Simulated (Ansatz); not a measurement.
One elementary step

Start structure (SiH$_{6}$OF$_{2}$, closed shell), relaxed at PBE0-D4/def2-TZVP:

```xyz
10
angstrom
Si -0.6642 0.3180 -1.3323
F 0.1667 -1.0167 -0.9070
H 0.2244 1.4914 -1.2627
H -1.0523 0.0523 -2.7400
H -1.8782 0.4247 -0.5001
H 0.7892 0.1519 1.6829
O 0.1301 0.8055 1.4160
H 1.1692 -1.4746 0.3751
F 1.6592 -1.5352 1.1698
H -0.5443 0.7830 2.0982
```

The step: SiH₃F ([F][SiH3]) + H₂O + HF → SiH₄O ([OH][SiH3]) + HF + HF; bonds formed: Si1–O7, F2–H8, H6–F9; bonds broken: Si1–F2, H6–O7, H8–F9. Ansatz 0.2.0; basis: def2-TZVPP and def2-QZVPP; cores frozen in the correlated methods. Extrapolation: Hartree–Fock as exp(−7.88 √X), correlation as X^−2.97. Energies below are by CCSD(T) at an estimated basis limit (MP2 extrapolated from triple and quadruple zeta, plus CCSD(T) − MP2 in triple zeta).

(1) What are the electronic barrier and the energy of the step, from the start structure to the end structure? (Judge from chemistry; the value comes from the calculation.)

The T1 diagnostic stays at or below 0.011.

Answers

(1) The calculation gives: Barrier 91.1 kJ/mol; step energy 23.6 kJ/mol (uphill); reverse barrier, their difference, 67.5 kJ/mol. Barrier and step energy count from the start structure, the reverse barrier from the end structure.

The saddle point: One imaginary mode of 531i cm⁻¹.
| pair | start (Å) | saddle (Å) | end (Å) |
| --- | --- | --- | --- |
| Si1–O7 | 2.90 | 1.78 | 1.68 |
| F2–H8 | 1.69 | 1.15 | 0.94 |
| H6–F9 | 1.97 | 1.26 | 0.96 |
| Si1–F2 | 1.63 | 1.98 | 3.25 |
| H6–O7 | 0.97 | 1.10 | 1.55 |
| H8–F9 | 0.94 | 1.13 | 1.66 |

Zero-point energy (harmonic, PBE0-D4): ZPE is 169.0 kJ/mol at the start and 164.6 kJ/mol at the saddle, so the barrier goes from 91.1 to 86.7 kJ/mol.

Labels in which every atom is bracketed show which atoms are joined, not bond orders.

For scale, one of the runs: CCSD(T)/def2-TZVPP, 219 basis functions (an equivalent command: `ansatz run in.yaml --threads 4`). Hardware: 4 CPU threads, shared host. Wall time 96 s; peak host memory 3.5 GiB.
